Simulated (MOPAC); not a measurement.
A run for MOPAC: PM7 on CH8Si (a complex), monomers drawn apart or pushed together.

```
PM7 1SCF PRECISE CHARGE=0 THREADS=1
CH8Si

C      0.08907237 1    -0.04279987 1    -0.04091320 1
H     -0.95281287 1     0.05251676 1     0.26175068 1
H      0.50384399 1    -0.96267908 1     0.36889348 1
H      0.14996931 1    -0.07019624 1    -1.12800003 1
H      0.65536519 1     0.80919831 1     0.33271602 1
Si    -0.11477085 1     0.05576981 1     4.30697115 1
H      0.41358272 1    -1.25534901 1     3.86933696 1
H     -1.46869936 1     0.25683932 1     3.74467177 1
H      0.78245865 1     1.13375837 1     3.83519251 1
H     -0.18673281 1     0.08809842 1     5.78572785 1
```

The log:

```
*******************************************************************************
 **                                                                           **
 **                              MOPAC v23.2.5                                **
 **                                                                           **
 *******************************************************************************
 ** MOPAC's Digital Object Identifier: https://doi.org/10.5281/zenodo.6511958 **
 **                                                                           **
 ** Please cite the open-source release paper for use of this MOPAC version:  **
 ** J. E. Moussa and J. J. P. Stewart (2026)                                  **
 ** MOPAC: An open-source semiempirical molecular orbital program             **
 ** J. Open Source Softw., 11(119), 8025, https://doi.org/10.21105/joss.08025 **
 *******************************************************************************

                              PM7 CALCULATION RESULTS

 *******************************************************************************
 *  PM7        - The PM7 Hamiltonian to be used
 *
 *
 *
 *                 CHARGE ON SYSTEM = 0
 *
 *
 *
 *  PRECISE    - TIGHTER CRITERIA TO BE USED
 *  1SCF       - DO 1 SCF AND THEN STOP
 *  THREADS=1  - MULTI-THREADING NOT USED
 *  T=         - A TIME OF 172800.0 SECONDS REQUESTED
 *  DUMP=N     - RESTART FILE WRITTEN EVERY 7200.0 SECONDS REQUESTED
 *******************************************************************************
PM7 1SCF PRECISE CHARGE=0 THREADS=1
 CH8Si

   ATOM   CHEMICAL          X               Y               Z
  NUMBER   SYMBOL      (ANGSTROMS)     (ANGSTROMS)     (ANGSTROMS)

     1       C          0.08907237  *  -0.04279987  *  -0.04091320  *
     2       H         -0.95281287  *   0.05251676  *   0.26175068  *
     3       H          0.50384399  *  -0.96267908  *   0.36889348  *
     4       H          0.14996931  *  -0.07019624  *  -1.12800003  *
     5       H          0.65536519  *   0.80919831  *   0.33271602  *
     6      Si         -0.11477085  *   0.05576981  *   4.30697115  *
     7       H          0.41358272  *  -1.25534901  *   3.86933696  *
     8       H         -1.46869936  *   0.25683932  *   3.74467177  *
     9       H          0.78245865  *   1.13375837  *   3.83519251  *
    10       H         -0.18673281  *   0.08809842  *   5.78572785  *



          CARTESIAN COORDINATES

    NO.       ATOM           X           Y           Z

     1         C          0.0891     -0.0428     -0.0409
     2         H         -0.9528      0.0525      0.2618
     3         H          0.5038     -0.9627      0.3689
     4         H          0.1500     -0.0702     -1.1280
     5         H          0.6554      0.8092      0.3327
     6        Si         -0.1148      0.0558      4.3070
     7         H          0.4136     -1.2553      3.8693
     8         H         -1.4687      0.2568      3.7447
     9         H          0.7825      1.1338      3.8352
    10         H         -0.1867      0.0881      5.7857

 General Reference for PM7:
 "Optimization of Parameters for Semiempirical Methods VI: More Modifications to the
 NDDO Approximations and Re-optimization of Parameters", J. J. P. Stewart, J. Mol. Mod., 1:32, 19 (2013)
 https://link.springer.com/article/10.1007/s00894-012-1667-x

           Empirical Formula: C H8 Si  =    10 atoms



      MOLECULAR POINT GROUP   :   C3


      RHF CALCULATION, NO. OF DOUBLY OCCUPIED LEVELS = 8


 -------------------------------------------------------------------------------
 PM7 1SCF PRECISE CHARGE=0 THREADS=1
 CH8Si



     1SCF WAS SPECIFIED, SO BFGS WAS NOT USED
     SCF FIELD WAS ACHIEVED


                              PM7 CALCULATION
                                                       MOPAC v23.2.5 Linux




          FINAL HEAT OF FORMATION =         -1.25684 KCAL/MOL =      -5.25861 KJ/MOL


          COSMO AREA              =        126.92 SQUARE ANGSTROMS
          COSMO VOLUME            =        110.85 CUBIC ANGSTROMS

          IONIZATION POTENTIAL    =         12.460691 EV
          HOMO LUMO ENERGIES (EV) =        -12.461  2.491
          NO. OF FILLED LEVELS    =          8
          MOLECULAR WEIGHT        =         48.1597         POINT GROUP:  C3

          MOLECULAR DIMENSIONS (Angstroms)

            Atom       Atom       Distance
            H    10    H     4     6.92373
            H     7    H     8     2.41769
            H     7    H     9     2.09372


          SCF CALCULATIONS        =          1





   ATOM   CHEMICAL          X               Y               Z
  NUMBER   SYMBOL      (ANGSTROMS)     (ANGSTROMS)     (ANGSTROMS)

     1       C          0.08907237  *  -0.04279987  *  -0.04091320  *
     2       H         -0.95281287  *   0.05251676  *   0.26175068  *
     3       H          0.50384399  *  -0.96267908  *   0.36889348  *
     4       H          0.14996931  *  -0.07019624  *  -1.12800003  *
     5       H          0.65536519  *   0.80919831  *   0.33271602  *
     6      Si         -0.11477085  *   0.05576981  *   4.30697115  *
     7       H          0.41358272  *  -1.25534901  *   3.86933696  *
     8       H         -1.46869936  *   0.25683932  *   3.74467177  *
     9       H          0.78245865  *   1.13375837  *   3.83519251  *
    10       H         -0.18673281  *   0.08809842  *   5.78572785  *

                             CARTESIAN COORDINATES

   1    C        0.089072370    -0.042799870    -0.040913200
   2    H       -0.952812870     0.052516760     0.261750680
   3    H        0.503843990    -0.962679080     0.368893480
   4    H        0.149969310    -0.070196240    -1.128000030
   5    H        0.655365190     0.809198310     0.332716020
   6   Si       -0.114770850     0.055769810     4.306971150
   7    H        0.413582720    -1.255349010     3.869336960
   8    H       -1.468699360     0.256839320     3.744671770
   9    H        0.782458650     1.133758370     3.835192510
  10    H       -0.186732810     0.088098420     5.785727850


           Empirical Formula: C H8 Si  =    10 atoms



      MOLECULAR POINT GROUP   :   C3


                  EIGENVALUES
 -24.94243 -18.60511 -13.70665 -13.70639 -13.70218 -12.46972 -12.46955 -12.46069
   2.49062   2.49553   2.49558   5.89406   5.89497   5.89513   7.37637   8.10408
  20.44278  20.44290  21.27814  21.27826  21.28574


              NET ATOMIC CHARGES AND DIPOLE CONTRIBUTIONS

  ATOM NO.   TYPE          CHARGE      No. of ELECS.   s-Pop       p-Pop       d-Pop
    1          C          -0.602704        4.6027     1.04673     3.55597
    2          H           0.150792        0.8492     0.84921
    3          H           0.150785        0.8492     0.84921
    4          H           0.150755        0.8492     0.84924
    5          H           0.150786        0.8492     0.84921
    6         Si          -0.018327        4.0183     0.93812     2.98580     0.09441
    7          H           0.004229        0.9958     0.99577
    8          H           0.004257        0.9957     0.99574
    9          H           0.004235        0.9958     0.99577
   10          H           0.005193        0.9948     0.99481
 DIPOLE           X         Y         Z       TOTAL
 POINT-CHG.    -0.000     0.000    -0.002     0.002
 HYBRID         0.001    -0.000    -0.014     0.014
 SUM            0.001    -0.000    -0.016     0.016


          ATOMIC ORBITAL ELECTRON POPULATIONS

     Atom    s        px        py        pz      x^2-y^2     xz        z^2       yz        xy
    1  C   1.04673   1.18529   1.18529   1.18540
    2  H   0.84921
    3  H   0.84921
    4  H   0.84924
    5  H   0.84921
    6 Si   0.93812   0.99529   0.99526   0.99525   0.01991   0.01208   0.03168   0.00884   0.02190
    7  H   0.99577
    8  H   0.99574
    9  H   0.99577
   10  H   0.99481

 **********************
 *                    *
 * JOB ENDED NORMALLY *
 *                    *
 **********************




 == MOPAC DONE ==
```

The run finished.

Cost: about 0.04 core-seconds (a rough figure).
